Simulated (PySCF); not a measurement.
Stretching SbH⁺

Set-up: PySCF, scalar-relativistic core potentials, basis sets Sb def2-SVPD with ECP28, H def2-SVPD. Energies in eV from Sb⁺ + H in their ground configurations at the same level. State: ²Π (doublet), unpaired electrons π ↑.

```json
{"R (Å)": "1.481", "M06-2X": "-1.868"}
{"R (Å)": "1.550", "M06-2X": "-2.184"}
{"R (Å)": "1.619", "M06-2X": "-2.363"}
{"R (Å)": "1.670", "M06-2X": "-2.427"}
{"R (Å)": "1.722", "M06-2X": "-2.443"}
{"R (Å)": "1.774", "M06-2X": "-2.420"}
{"R (Å)": "1.843", "M06-2X": "-2.341"}
{"R (Å)": "1.929", "M06-2X": "-2.185"}
{"R (Å)": "2.032", "M06-2X": "-1.942"}
{"R (Å)": "2.170", "M06-2X": "-1.569"}
```

**Question.** Put a parabola through the three lowest points of the M06-2X curve and estimate Re, k and ωe (reduced mass 0.9995 u; 1 eV/Å² = 0.16022 mdyn/Å; ωe = 1302.8·√(k/μ) cm⁻¹).

**Answer.** Through R = 1.67, 1.722, 1.774 Å the second-order coefficient is 7.21 eV/Å², so Re ≈ 1.717 Å, k ≈ 2.31 mdyn/Å and ωe ≈ 1981 cm⁻¹. A polynomial fit of higher order to the unrounded M06-2X energies gives Re = 1.716 Å, k = 2.40 mdyn/Å, ωe = 2020 cm⁻¹; anharmonicity and rounding make the difference.

The higher-order fit for each curve: M06-2X: Re = 1.716 Å, ωe = 2020 cm⁻¹, De = 2.44 eV.

These are scalar-relativistic numbers at best; spin–orbit coupling would shift them, the dissociation energy most. For an ion De counts to the pair picked by the measured ionisation energies or electron affinities, which need not be the lowest pair at this level. The state is the lowest determinant that a PBE0 search found; another state may lie lower at other levels.
